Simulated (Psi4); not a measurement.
Psi4 input (wB97X-D/6-31G*):

```
memory 1500 MB

molecule {
0 2
C     1.95819100   -0.23804900   -0.60140000
N     0.92054900    0.48026400   -0.05966300
B    -0.43117300    0.08033100    0.14293700
C    -1.43032400    1.11126200    0.79237100
C    -0.87774300   -1.37047800   -0.28684600
H     2.93164500    0.21556600   -0.68492700
H     1.77904000   -1.24570200   -0.93414200
H     1.17219700    1.41572200    0.22693900
H    -2.27938100    1.29711300    0.12548500
H    -0.98648700    2.07921100    1.04098700
H    -1.86529900    0.70026200    1.71000500
H    -0.71195600   -1.54045200   -1.35641600
H    -0.29638600   -2.13944600    0.23379700
H    -1.93209600   -1.56218100   -0.08352200
symmetry c1
no_reorient
no_com
}

set {
  basis 6-31G*
  reference uks
  scf_type pk
  dft_radial_points 99
  dft_spherical_points 590
  e_convergence 1e-8
  d_convergence 1e-7
  maxiter 150
}

e = energy('wb97x-d')
print_out(f'\nFINAL {e:.10f} DIPOLE {variable("CURRENT DIPOLE")[0]:.6f} {variable("CURRENT DIPOLE")[1]:.6f} {variable("CURRENT DIPOLE")[2]:.6f}\n')
```

Output:

```
   => Loading Basis Set <=

    Name: 6-31G*
    Role: ORBITAL
    Keyword: BASIS
    atoms 1, 4-5 entry C          line   111 file 6-31gs.gbs
    atoms 2      entry N          line   128 file 6-31gs.gbs
    atoms 3      entry B          line    94 file 6-31gs.gbs
    atoms 6-14   entry H          line    44 file 6-31gs.gbs

   => WB97X-D: Empirical Dispersion <=

    Chai and Head-Gordon Dispersion Correction
    Chai, J.-D.; Head-Gordon, M. (2010), J. Chem. Phys., 132: 6615-6620

        s6 =       1.000000

         ---------------------------------------------------------
                                   SCF
               by Justin Turney, Rob Parrish, Andy Simmonett
                          and Daniel G. A. Smith
                              UKS Reference
         ---------------------------------------------------------

  ==> Geometry <==

    Molecular point group: c1
    Full point group: C1

    Geometry (in Angstrom), charge = 0, multiplicity = 2:

       Center              X                  Y                   Z               Mass
    ------------   -----------------  -----------------  -----------------  -----------------
         C            1.958191000000    -0.238049000000    -0.601400000000    12.000000000000
         N            0.920549000000     0.480264000000    -0.059663000000    14.003074004430
         B           -0.431173000000     0.080331000000     0.142937000000    11.009305360000
         C           -1.430324000000     1.111262000000     0.792371000000    12.000000000000
         C           -0.877743000000    -1.370478000000    -0.286846000000    12.000000000000
         H            2.931645000000     0.215566000000    -0.684927000000     1.007825032230
         H            1.779040000000    -1.245702000000    -0.934142000000     1.007825032230
         H            1.172197000000     1.415722000000     0.226939000000     1.007825032230
         H           -2.279381000000     1.297113000000     0.125485000000     1.007825032230
         H           -0.986487000000     2.079211000000     1.040987000000     1.007825032230
         H           -1.865299000000     0.700262000000     1.710005000000     1.007825032230
         H           -0.711956000000    -1.540452000000    -1.356416000000     1.007825032230
         H           -0.296386000000    -2.139446000000     0.233797000000     1.007825032230
         H           -1.932096000000    -1.562181000000    -0.083522000000     1.007825032230

  Running in c1 symmetry.

  Rotational constants: A =      0.24303  B =      0.12373  C =      0.08452 [cm^-1]
  Rotational constants: A =   7285.76380  B =   3709.37381  C =   2533.70263 [MHz]
  Nuclear repulsion =  162.740878823269185

  Charge       = 0
  Multiplicity = 2
  Electrons    = 39
  Nalpha       = 20
  Nbeta        = 19

[...]
      66A      1.561579    67A      1.689140    68A      1.724712
      69A      1.727363    70A      1.741952    71A      1.936486
      72A      2.037769    73A      2.040995    74A      2.096574
      75A      2.193511    76A      2.211163    77A      2.236292
      78A      2.281311    79A      2.378337    80A      2.403555
      81A      2.407450    82A      2.455379    83A      2.492801
      84A      2.535912    85A      2.566310    86A      2.662939
      87A      2.858122    88A      3.033260    89A      3.720504
      90A      4.091044    91A      4.292345    92A      4.396972
      93A      4.443520

    Beta Occupied:

       1A    -14.464021     2A    -10.301848     3A    -10.255191
       4A    -10.252424     5A     -6.832735     6A     -0.997732
       7A     -0.792485     8A     -0.765341     9A     -0.715496
      10A     -0.612513    11A     -0.551429    12A     -0.499439
      13A     -0.480931    14A     -0.468137    15A     -0.453484
      16A     -0.452722    17A     -0.418412    18A     -0.397268
      19A     -0.376647

    Beta Virtual:

      20A      0.047110    21A      0.151371    22A      0.169896
      23A      0.203892    24A      0.218763    25A      0.247713
      26A      0.256422    27A      0.266389    28A      0.269555
      29A      0.288628    30A      0.297751    31A      0.351201
      32A      0.368535    33A      0.423916    34A      0.439487
      35A      0.576966    36A      0.586356    37A      0.591636
      38A      0.644763    39A      0.677480    40A      0.685184
      41A      0.709502    42A      0.709879    43A      0.774068
      44A      0.790747    45A      0.819659    46A      0.832467
      47A      0.855095    48A      0.919706    49A      0.961017
      50A      0.974775    51A      0.980956    52A      0.986081
      53A      1.011488    54A      1.011550    55A      1.037920
      56A      1.076318    57A      1.082092    58A      1.125075
      59A      1.263296    60A      1.310326    61A      1.351136
      62A      1.397535    63A      1.429913    64A      1.474546
      65A      1.562313    66A      1.587472    67A      1.693007
      68A      1.729663    69A      1.758168    70A      1.776910
      71A      1.941036    72A      2.048164    73A      2.054033
      74A      2.124221    75A      2.197596    76A      2.222280
      77A      2.244485    78A      2.299663    79A      2.389933
      80A      2.405248    81A      2.407802    82A      2.458655
      83A      2.500135    84A      2.556790    85A      2.571343
      86A      2.674448    87A      2.863103    88A      3.038593
      89A      3.729229    90A      4.098816    91A      4.327432
      92A      4.398193    93A      4.443794

    Final Occupation by Irrep:
              A
    DOCC [    19 ]
    SOCC [     1 ]
    NA   [    20 ]
    NB   [    19 ]

  @UKS Final Energy:  -199.27717571459252

   => Energetics <=

    Nuclear Repulsion Energy =            162.7408788232691847
    One-Electron Energy =                -589.4562296635961047
    Two-Electron Energy =                 248.2455273643236069
    DFT Exchange-Correlation Energy =     -20.8013432794054651
    Empirical Dispersion Energy =          -0.0060089591837576
    VV10 Nonlocal Energy =                  0.0000000000000000
    Total Energy =                       -199.2771757145925164

  UHF NO Occupations:
  HONO-2 :   18  A 1.9990881
  HONO-1 :   19  A 1.9983008
  HONO-0 :   20  A 1.0000000
  LUNO+0 :   21  A 0.0016992
  LUNO+1 :   22  A 0.0009119
  LUNO+2 :   23  A 0.0002398
  LUNO+3 :   24  A 0.0001408

Computation Completed

Properties will be evaluated at   0.000000,   0.000000,   0.000000 [a0]

Properties computed using the SCF density matrix

 Multipole Moments:

 ------------------------------------------------------------------------------------
     Multipole            Electronic (a.u.)      Nuclear  (a.u.)        Total (a.u.)
 ------------------------------------------------------------------------------------

 L = 1.  Multiply by 2.5417464519 to convert [e a0] to [Debye]
 Dipole X            :          0.3132411           -0.0000019            0.3132392
 Dipole Y            :          0.2785415            0.0000113            0.2785529
 Dipole Z            :          0.0230656           -0.0000000            0.0230656
 Magnitude           :                                                    0.4198125

 ------------------------------------------------------------------------------------

FINAL -199.2771757146 DIPOLE 0.313239 0.278553 0.023066

*** Psi4 exiting successfully. Buy a developer a beer!
```

The geometry given is a B3LYP-D3(BJ)/def2-TZVP minimum.
